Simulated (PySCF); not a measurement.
## ECD: `F[C@H]1C[SiH2][C@H](F)C1`, C4H8F2Si

Cartesian coordinates in Å; atom numbers follow the order of the lines, from 1:
```xyz
15

F     0.2816    0.1136   -2.0652
C     0.8788   -0.3324   -0.8947
C     1.1426    0.8717    0.0037
Si   -0.5577    1.2655    0.7777
C    -1.2692   -0.4710    0.3218
F    -1.8319   -1.1121    1.4181
C    -0.0833   -1.2859   -0.1985
H     1.7991   -0.8379   -1.2131
H     1.8790    0.5935    0.7562
H     1.5704    1.6797   -0.5858
H    -0.4969    1.4389    2.2261
H    -1.2776    2.3312    0.0852
H    -2.0673   -0.4270   -0.4258
H    -0.3986   -2.0780   -0.8793
H     0.4266   -1.7417    0.6515
```

Theory: TDDFT BHandHLYP/def2-SVPD circular dichroism and optical rotation, one conformer, gas phase in PySCF. Geometry: GFN2-xTB.

States above about 9.4 eV (minus the energy of the highest occupied orbital) lie near or above the ionisation threshold and depend on the basis.

Task: Assign R or S to each stereocentre.

Result: C2 R, C5 S.

Task: Which excitations and rotatory strengths does the calculation give?

Result: Rotatory strengths R in 10⁻⁴⁰ esu² cm², velocity form and length form (origin at the centre of mass); f in length form.
| state | E (eV) | λ (nm) | f | R (velocity) | R (length) | main |
| --- | --- | --- | --- | --- | --- | --- |
| 1 | 7.62 | 163 | 0.031 | +0.2 | +0.9 | HOMO→LUMO 0.49, HOMO→LUMO+1 0.20 |
| 2 | 8.03 | 154 | 0.009 | +22.2 | +21.5 | HOMO→LUMO+1 0.60, HOMO→LUMO 0.25 |
| 3 | 8.31 | 149 | 0.094 | -61.3 | -58.9 | HOMO→LUMO+2 0.33, HOMO→LUMO+3 0.20 |
| 4 | 8.54 | 145 | 0.032 | -21.2 | -21.4 | HOMO−1→LUMO 0.55, HOMO→LUMO+3 0.17 |
| 5 | 8.81 | 141 | 0.023 | +17.0 | +17.3 | HOMO−1→LUMO+1 0.46, HOMO−1→LUMO 0.19 |
| 6 | 8.94 | 139 | 0.101 | -15.4 | -14.2 | HOMO→LUMO+2 0.31, HOMO→LUMO+3 0.25 |
| 7 | 9.00 | 138 | 0.025 | +16.1 | +15.6 | HOMO−2→LUMO 0.37, HOMO−2→LUMO+1 0.21 |
| 8 | 9.13 | 136 | 0.006 | +3.5 | +3.2 | HOMO→LUMO+4 0.66, HOMO→LUMO+2 0.08 |
| 9 | 9.23 | 134 | 0.028 | +87.7 | +85.2 | HOMO−1→LUMO+2 0.29, HOMO−1→LUMO+3 0.19 |
| 10 | 9.32 | 133 | 0.008 | -7.6 | -5.9 | HOMO−2→LUMO+2 0.20, HOMO−3→LUMO 0.14 |
| 11 | 9.42 | 132 | 0.006 | +1.8 | -0.2 | HOMO→LUMO+6 0.54, HOMO−2→LUMO+1 0.09 |
| 12 | 9.50 | 131 | 0.008 | -8.9 | -10.3 | HOMO−2→LUMO+1 0.29, HOMO−2→LUMO 0.15 |
| 13 | 9.58 | 129 | 0.033 | +0.1 | -0.4 | HOMO−3→LUMO 0.46, HOMO−2→LUMO+1 0.12 |
| 14 | 9.64 | 129 | 0.010 | -3.3 | -2.5 | HOMO→LUMO+5 0.56, HOMO−1→LUMO+2 0.12 |
| 15 | 9.71 | 128 | 0.099 | +34.2 | +32.6 | HOMO→LUMO+7 0.37, HOMO−1→LUMO+3 0.17 |
| 16 | 9.78 | 127 | 0.147 | -54.2 | -52.9 | HOMO→LUMO+7 0.24, HOMO−1→LUMO+3 0.23 |

For states 11, 13 the two forms differ in sign, so the sign of R isn't settled.

Among the states computed, the strongest CD band (largest |R|) is state 9. The largest dissymmetry factor in size, g = 4R/(D+G), with D and G the electric and magnetic dipole strengths, is +0.041 for state 9 (velocity form, f = 0.030), among bands with |R| over 0.5. The mirror image has the same energies and oscillator strengths and all R with the opposite sign.
